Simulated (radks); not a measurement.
Values are calculated unless marked as measured or tabulated.
All-electron atom: Bi LXXXI in [He] 2s1 (the NIST ground configuration). Code: a radial shooting solver on a logarithmic mesh with Libxc functionals. Model: Dirac Kohn-Sham, PBEsol, spin-unpolarised, spherical densities, point nucleus.

Radial electron density D(r) = 4 pi r^2 rho(r):

```
   r/bohr * D(r) (the largest magnitude, 104, reaches the edge; | marks zero)
 0.001063 |      *
 0.001277 |        *
 0.001547 |           *
  0.00186 |              *
 0.002236 |                  *
 0.002709 |                       *
 0.003256 |                            *
 0.003914 |                                  *
 0.004743 |                                        *
 0.005701 |                                              *
 0.006853 |                                                  *
 0.008303 |                                                      *
 0.009981 |                                                      *
    0.012 |                                                   *
  0.01454 |                                             *
  0.01747 |                                     *
    0.021 |                           *
  0.02545 |                  *
  0.03059 |            *
  0.03677 |         *
  0.04455 |         *
  0.05355 |        *
  0.06437 |       *
  0.07799 |     *
  0.09375 |  *
   0.1127 |*
   0.1365 *
   0.1641 *
   0.1973 *
```

D(r) has 1 maximum, at r = 0.00936 bohr.
